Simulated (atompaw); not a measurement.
## Zn: PAW (atompaw) pseudisation with PBE, scalar-relativistic reference atom.

The input file (atompaw 4.2.0.5):

```
Zn 30
GGA-PBE scalarrelativistic loggrid 1500 logderivrange -10 5 376
4 4 3 0 0 0
4 0 0
4 1 0
0 0 0
c
c
c
v
c
v
v
v
2
2.10 2.10 1.55 1.45
y
-1.2
n
n
y
-1.7
n
custom rrkj gramschmidtortho gaussian
bessel
2.10
2.10
1.00
1.20
1.25
1.25
PWSCFOUT
UPFDX 0.0125d0 UPFXMIN -7.d0 UPFZMESH 30.d0
END
```

Command:

```bash
atompaw < Zn.input > Zn.log
```

Resulting log (summary file):

```
Completed calculations for Zn (AE)

 Exchange-correlation type: GGA, Perdew-Burke-Ernzerhof

 Radial integration grid is logarithmic
 r0 =   2.7940573E-04 h =   8.3821719E-03   n =      1500 rmax =   8.0000000E+01

 Scalar relativistic calculation

 AEatom converged in  34 iterations
   nz     =  30.00
   delta  =       8.667080254018E-17

 All Electron Orbital energies:
  n  l      occupancy      energy
  1  0      2.0000000E+00 -7.0167516E+02
  2  0      2.0000000E+00 -8.6644151E+01
  3  0      2.0000000E+00 -1.1033127E+01
  4  0      0.0000000E+00 -1.6925323E+00
  2  1      6.0000000E+00 -7.5306148E+01
  3  1      6.0000000E+00 -7.6665043E+00
  4  1      0.0000000E+00 -1.1507141E+00
  3  2      1.0000000E+01 -2.2678777E+00

 Total energy
   Total                    :    -3589.95524268315739

 ---
 Completed calculations for Zn (SC)

 Exchange-correlation type: GGA, Perdew-Burke-Ernzerhof

 Radial integration grid is logarithmic
 r0 =   2.7940573E-04 h =   8.3821719E-03   n =      1500 rmax =   8.0000000E+01

 Scalar relativistic calculation

 SCatom converged in   2 iterations
   nz     =  30.00
   delta  =       1.678755610112E-17

 Valence Electron Orbital energies:
  n  l      occupancy      energy
   4  0      0.0000000E+00 -1.6925323E+00
   3  1      6.0000000E+00 -7.6665043E+00
   4  1      0.0000000E+00 -1.1507141E+00
   3  2      1.0000000E+01 -2.2678777E+00

 Total energy
   Total                    :    -3589.95524268478221
   Valence                  :     -449.97055469676764

 PAW parameters:
       lmax =            2
         rc =    2.1044091646454213
        irc =         1066
   rc_shape =    2.1044091646454213
    rc_vloc =    1.5561732900924636
    rc_core =    1.4552241739300231
   Vloc: truncated form - Vps(r)=A.sin(qr)/r for r<rc
   Projector type: RRKJ pseudization + Gram-Schmidt ortho.
   Gaussian compensation charge shape with gausstol =   1.0000E-04

 Number of basis functions     6
 No.   n  nodes  l      Energy         Cp coeff         Occ
  1    4    3    0   -0.1692532E+01  0.1000000E+01  0.0000000E+00
  2  999    4    0   -0.1200000E+01  0.2138949E-02  0.0000000E+00
  3    3    1    1   -0.7666504E+01  0.1000000E+01  0.6000000E+01
  4    4    2    1   -0.1150714E+01  0.3129890E+00  0.0000000E+00
  5    3    0    2   -0.2267878E+01  0.1000000E+01  0.1000000E+02
  6  999    1    2   -0.1700000E+01  0.3041824E-02  0.0000000E+00

 Eigenvalues of overlap operator (in the basis of projectors):
    1        2.96110692E-01
    2        3.81204320E-01
    3        4.13409671E-01
    4        1.08340338E+00
    5        8.76349158E+00
    6        1.32865922E+01

 Orbital leakage outside PAW augmentation regions
   orb  is_core?  %out_of_sphere
   1 0    T          -0.00
   2 0    T           0.00
   3 0    T           0.02
   4 0    F          51.12
   2 1    T           0.00
   3 1    F           0.09
   4 1    F          70.73
   3 2    F           2.76

 Summary of PAW energies
   Total valence energy     :   -449.97059387513025
   Smooth energy            :    139.27678082987885
   One center               :   -589.24737470500907
   Smooth kinetic           :    117.07105407674482
   Vloc energy              :     29.74669419507543
   Smooth exch-corr         :    -20.25959835106156
   One-center xc            :   -121.89566838218016
```

The run took about 5.4 s on one core of a shared server CPU.
